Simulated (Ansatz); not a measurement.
Cost and result up the ladder for closo-1-SB4 (no H on S) (B4H4S) (9 atoms). Charge 0, multiplicity 1. Geometry: r2SCAN-D4/def2-SVP.

```xyz
9

B    -0.658   -0.604   -0.639
B     0.262    0.998   -0.377
B    -0.645    0.242    0.785
B     0.792   -0.542    0.534
S     1.087   -0.408   -1.323
H    -1.485   -1.238   -1.230
H     0.455    2.142   -0.676
H    -1.382    0.518    1.683
H     1.574   -1.108    1.244
```

Ansatz on 2 threads of Intel Xeon Platinum 8375C on a shared host. Times are rough, and most runs start from the orbitals of an earlier one. PBE0-D4/def2-TZVP serves as the yardstick here, not as an exact answer. Differences are given only for rows in sets of like size (and for xTB, whose basis is part of the method), since another set adds its own error. Binding counts from free atoms at the same level (B doublet, S triplet, H doublet; other spins of the atoms weren't run), without zero-point energy or a counterpoise term.

LC-ωPBE has ω = 0.4 bohr⁻¹. Correlated methods freeze 9 core orbitals.

Correlated methods converge slowly with the basis.

| level | functions | wall time |
| --- | --- | --- |
| PBE-D4/def2-SVP | 94 | 1.1 s |
| PBE0-D4/def2-SVP | 94 | 1.1 s |
| LDA (SPW92)/def2-TZVP | 185 | 1.3 s |
| HF/def2-TZVP | 185 | 1.4 s |
| PBE-D4/def2-TZVP (with forces) | 185 | 2.5 s |
| MP2/def2-TZVP | 185 | 2.6 s |
| PBE0-D4/def2-TZVP | 185 | 2.7 s |
| LC-ωPBE/def2-TZVP | 185 | 2.8 s |
| r2SCAN-D4/def2-TZVP | 185 | 3.4 s |
| CCSD(T)/def2-TZVPP | 222 | 49 s |

Estimate what each level gives for the binding energy per atom (eV).


```
                         level  binding energy per atom (eV)  difference from PBE0-D4/def2-TZVP (eV)
               PBE-D4/def2-SVP                          4.11                                       –
              PBE0-D4/def2-SVP                          4.07                                       –
         LDA (SPW92)/def2-TZVP                          4.54                                    0.52
                  HF/def2-TZVP                          2.96                                   -1.07
PBE-D4/def2-TZVP (with forces)                          4.08                                    0.06
                 MP2/def2-TZVP                          3.91                                   -0.11
             PBE0-D4/def2-TZVP                          4.02                                    0.00
             LC-ωPBE/def2-TZVP                          3.97                                   -0.05
           r2SCAN-D4/def2-TZVP                          4.03                                    0.01
            CCSD(T)/def2-TZVPP                          3.80                                   -0.23
```
